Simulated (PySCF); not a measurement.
## Run times: ruthenium in x2c-TZVPall-2c with one added diffuse shell each of s, p, d type

Measured wall times of calculations with PySCF 2.14 in x2c-TZVPall-2c with one added diffuse shell each of s, p, d type (9s10p8d1f, 86 functions), with two-component X2C-1e, run from one Python driver. Hardware: 1 thread of Neoverse-V2 on a shared host, 1.3 GiB allowed. The two-electron integrals over 86 functions were computed once and kept in memory (2.3 CPU seconds with the set-up); the times below exclude them.

Launch command (the driver calls PySCF for each step listed in the task file):

```bash
OMP_NUM_THREADS=1 python sorun2.py TASK.json OUT
```

```csv
species,step,iterations,wall time (s)
Ru³⁺ [Kr] 4d5,"GHF, spin-free",7,1.9
Ru³⁺ [Kr] 4d5,"GMP2 (13 electrons), spin-free",,0.7
Ru³⁺ [Kr] 4d5,"GHF, screened spin-orbit",11,2.7
Ru³⁺ [Kr] 4d5,"GMP2 (13 electrons), screened spin-orbit",,0.53
Ru³⁺ [Kr] 4d4 5s1,"GHF, spin-free",7,1.9
Ru³⁺ [Kr] 4d4 5s1,"GMP2 (13 electrons), spin-free",,0.53
Ru³⁺ [Kr] 4d4 5s1,"GMP2 (13 electrons), screened spin-orbit",,0.53
```

Task: Roughly how long does GHF, screened spin-orbit take for Ru³⁺ [Kr] 4d4 5s1 here?

Result: About 3.5 s.

Peak memory of the process: 0.3 GiB. Times on a shared host vary from run to run.
